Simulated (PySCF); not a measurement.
## Correlation energy of Cr²⁺ (chromium, charge +2)

[Ar] 3d3 4s1, high-spin 5F determinant (an excited configuration). Calculation: PySCF 2.14, in x2c-TZVPPall (6s5p4d2f1g, 64 functions); the spin-free X2C one-electron Hamiltonian (Gaussian nucleus). Frozen: [Ne]; 12 electrons correlated.

MP2 pair energies summed by pair of shells (mhartree):

```json
{"pair": "3p-3d", "energy": "-104.12", "share (%)": "34.4"}
{"pair": "3p-3p", "energy": "-102.88", "share (%)": "34.0"}
{"pair": "3s-3p", "energy": "-32.47", "share (%)": "10.7"}
{"pair": "3d-3d", "energy": "-16.14", "share (%)": "5.3"}
{"pair": "3s-3d", "energy": "-15.94", "share (%)": "5.3"}
{"pair": "3p-4s", "energy": "-15.62", "share (%)": "5.2"}
{"pair": "3d-4s", "energy": "-8.49", "share (%)": "2.8"}
{"pair": "3s-3s", "energy": "-5.58", "share (%)": "1.8"}
{"pair": "3s-4s", "energy": "-1.07", "share (%)": "0.4"}
```

Total MP2 correlation energy: -302.30 mhartree.

Same-spin part -94.17 and opposite-spin part -208.13 mhartree; SCS-MP2 scales them by 1/3 and 6/5 to -281.14 mhartree.

This basis was not built for core-valence correlation, so the inner-shell part is incomplete.
